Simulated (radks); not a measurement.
All-electron atom: the magnesium ion Mg+ in [Ne] 3s(up 0.5, down 0.5) (fractional occupations, a model configuration). All-electron calculation, non-relativistic Kohn-Sham, PBE, spin-polarised, spherical densities, point nucleus. Program: a radial shooting solver on a logarithmic mesh with Libxc functionals.

Unscreened Slater integrals over Kohn-Sham orbitals (cm^-1). They are taken over the spin-up orbitals.

\begin{tabular}{lr}
integral & value \\ \hline
F0(3s,3s) & 70789 \\
F0(3s,2p) & 94152 \\
G1(3s,2p) & 5905.2 \\
F0(3s,2s) & 93964 \\
G0(3s,2s) & 4576.6 \\
F0(2p,2p) & 295350 \\
F2(2p,2p) & 133400 \\
F0(2p,2s) & 289010 \\
G1(2p,2s) & 173580 \\
F0(2s,2s) & 285790 \\
\end{tabular}
